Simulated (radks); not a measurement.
Values are calculated unless marked as measured or tabulated.
Fractional charge and spin in the 4p shell of strontium: the spin-up occupation runs from 2 to 3 and the spin-down occupation from 2 to 3; the fullest corner is Sr, [Ar] 3d10 4s2 5s2 4p(up 3, down 3). Level of theory: scalar-relativistic Kohn-Sham, BLYP, spin-polarised, spherical densities, finite nucleus; Fermi nuclear charge, rms radius of each element as measured or else 0.836 A^(1/3) + 0.57 fm (a radial shooting solver on a logarithmic mesh with Libxc functionals). Energy (eV) minus the two flat planes that join the four corners (they meet along the diagonal where the two added fractions sum to one electron); zero is where a piecewise linear energy would lie.

\begin{tabular}{lrrrrr}
down \ up & 2 & 2.25 & 2.5 & 2.75 & 3 \\ \hline
2 & 0.000 & -1.150 & -1.523 & -1.135 & 0.000 \\
2.25 & -1.150 & -1.459 & -1.009 & 0.183 & -1.025 \\
2.5 & -1.523 & -1.009 & 0.245 & -0.905 & -1.351 \\
2.75 & -1.135 & 0.183 & -0.905 & -1.293 & -1.002 \\
3 & 0.000 & -1.025 & -1.351 & -1.002 & 0.000 \\
\end{tabular}

Corners above the fullest one (they belong to Sr+ and the next ion): (up 3, down 2) 27.811 eV, (up 2, down 3) 27.811 eV, (up 2, down 2) 68.128 eV. With half an added electron in each spin the energy lies 0.245 eV from the planes, and with half an added electron in spin up alone -1.523 eV. The planes are only a guide here: the flat-plane condition holds for ground states with one frontier orbital, while this shell lies below other occupied shells, so the corners above the fullest one are inner-hole states and not the ground states of those ions.
